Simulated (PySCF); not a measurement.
Isomers of C6H2F4.

All values: PBE0/pcSseg-1 (PySCF) at GFN2-xTB geometries, gas phase, one conformer each. Dipoles and anisotropies that the point group forbids are given as zero.

Problem. Rank by LUMO energy, lowest first.
A. `c1c(c(F)cc(c1F)F)F`
B. `Fc1ccc(F)c(F)c1F`
C. `C#CC#C[C@@H](F)C(F)(F)F`

Solution. C (-1.66 eV), A (-1.16 eV), B (-1.01 eV).

Problem. Rank by the highest Hirshfeld charge on any atom, lowest value first.
A. `C#CC#C[C@@H](F)C(F)(F)F`
B. `Fc1ccc(F)c(F)c1F`
C. `Fc1cc(F)c(F)c(F)c1`

Solution. B (+0.071 e), C (+0.094 e), A (+0.255 e).

Problem. Rank by the highest IAO charge on any atom, highest value first.
A. `FC1=CC(F)=C(F)C(F)=C1`
B. `Fc1ccc(F)c(F)c1F`
C. `C#CC#C[C@@H](F)C(F)(F)F`

Solution. C (+0.806 e), A (+0.308 e), B (+0.257 e).

All values together:

```json
{"SMILES": "Fc1cc(F)c(F)c(F)c1", "μ (D)": "1.40", "HOMO (eV)": "-7.68", "LUMO (eV)": "-0.98", "lowest IAO charge (e)": "-0.256 (F)", "highest IAO charge (e)": "+0.308 (C)", "lowest Hirshfeld charge (e)": "-0.086 (C)", "highest Hirshfeld charge (e)": "+0.094 (C)"}
{"SMILES": "Fc1cc(F)c(F)cc1F", "μ (D)": "0.00", "HOMO (eV)": "-7.51", "LUMO (eV)": "-1.16", "lowest IAO charge (e)": "-0.248 (F)", "highest IAO charge (e)": "+0.259 (C)", "lowest Hirshfeld charge (e)": "-0.075 (C)", "highest Hirshfeld charge (e)": "+0.073 (C)"}
{"SMILES": "Fc1ccc(F)c(F)c1F", "μ (D)": "2.45", "HOMO (eV)": "-7.67", "LUMO (eV)": "-1.01", "lowest IAO charge (e)": "-0.249 (F)", "highest IAO charge (e)": "+0.257 (C)", "lowest Hirshfeld charge (e)": "-0.072 (F)", "highest Hirshfeld charge (e)": "+0.071 (C)"}
{"SMILES": "C#CC#C[C@@H](F)C(F)(F)F", "μ (D)": "2.49", "HOMO (eV)": "-8.05", "LUMO (eV)": "-1.66", "lowest IAO charge (e)": "-0.294 (F)", "highest IAO charge (e)": "+0.806 (C)", "lowest Hirshfeld charge (e)": "-0.097 (F)", "highest Hirshfeld charge (e)": "+0.255 (C)"}
```
